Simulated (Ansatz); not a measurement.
Born–Oppenheimer molecular dynamics of CH6Cl2OSi2 (12 atoms, charge 0, multiplicity 1). It starts from a relaxed structure.

The calculation used RKS B3LYP/STO-3G (Ansatz 0.2.0).

```
ensemble                      : NVE (velocity Verlet)
time step                     : 1 fs
steps asked                   : 500
starting velocities drawn for : 700 K
seed                          : 884940
```

First frame:

```xyz
12
Properties=species:S:1:pos:R:3
Si 0.002 -0.166 0.173
Si 0.157 0.145 2.434
H -1.154 -0.001 3.022
H 1.049 -0.849 2.986
H 0.669 1.469 2.693
Cl 1.831 0.307 -0.777
Cl -1.502 1.130 -0.611
O -0.286 -1.739 -0.414
C -1.567 -2.297 0.043
H -1.618 -2.420 1.147
H -2.439 -1.687 -0.281
H -1.658 -3.301 -0.417
```

Q: How far do the bonds stretch over the last three quarters of this one trajectory? (Pairs bonded in most of those frames.)

A: 
```
   bond  mean (Å)  spread (Å)  shortest  longest
Si1–Si2     2.287       0.048      2.19     2.37
Si1–Cl6     2.139       0.029      2.07     2.19
Si1–Cl7     2.140       0.026      2.09     2.21
 Si1–O8     1.693       0.017      1.66     1.73
 Si2–H3     1.454       0.070      1.32     1.59
 Si2–H4     1.452       0.061      1.35     1.56
 Si2–H5     1.449       0.047      1.36     1.53
  O8–C9     1.475       0.014      1.44     1.50
 C9–H10     1.115       0.028      1.05     1.18
 C9–H11     1.114       0.023      1.06     1.16
 C9–H12     1.113       0.032      1.05     1.18
```

Mean temperature of the second half: 405 K. The conserved energy stayed within 2.6 meV per atom of its start (net change 1.9 meV per atom), so the integration is sound. Over the second half the temperature averaged 0.58 of the 700 K drawn at the start: a run that starts near a minimum puts about half its kinetic energy into the potential. A run of 0.5 ps of so small a system gives no equilibrium averages. Limits of this set-up: minimal basis.

Run time: 34 min on 1 thread of Arm Neoverse V1, on a shared host, peak memory 0.14 GiB.
